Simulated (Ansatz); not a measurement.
```yaml
crystal:
  periodic: [true, true, true]
  atoms:
    - {symbol: N, position_ang: [0.142483, 0.326817, 1.082039]}
    - {symbol: Si, position_ang: [-0.104374, -0.223577, -0.492560]}
    - {symbol: Br, position_ang: [0.526082, -2.330491, -0.577692]}
    - {symbol: Br, position_ang: [-2.243977, -0.000607, -0.957504]}
    - {symbol: Br, position_ang: [1.022832, 0.860586, -2.061775]}
    - {symbol: H, position_ang: [0.998374, 0.112784, 1.568360]}
    - {symbol: H, position_ang: [-0.280319, 1.186588, 1.393332]}
basis:
  gaussian: {orbitals: ANO-RCC-VTZP}
hamiltonian: {xc: {name: SPW92}}
```

```sh
$ ansatz run in.yaml --threads 4 --pin off --events-out ev --progress --plain --max-ram 11315MiB
```

Output, abridged:

```
Error: YAML parse error: error: line 2 column 3: crystal: missing field `lattice` (a structure is typed as `lattice` and `atoms`, a molecule's as `atoms` in Å alone, or read from a run's directory, `checkpoint`)
 --> <input>:2:3
1 | crystal:
2 |   periodic: [true, true, true]
3 |   atoms:
4 |     - {symbol: N, position_ang: [0.142483, 0.326817, 1.082039]}
```

What is wrong with this run?

The molecule is marked periodic without a cell. The program refused the input.
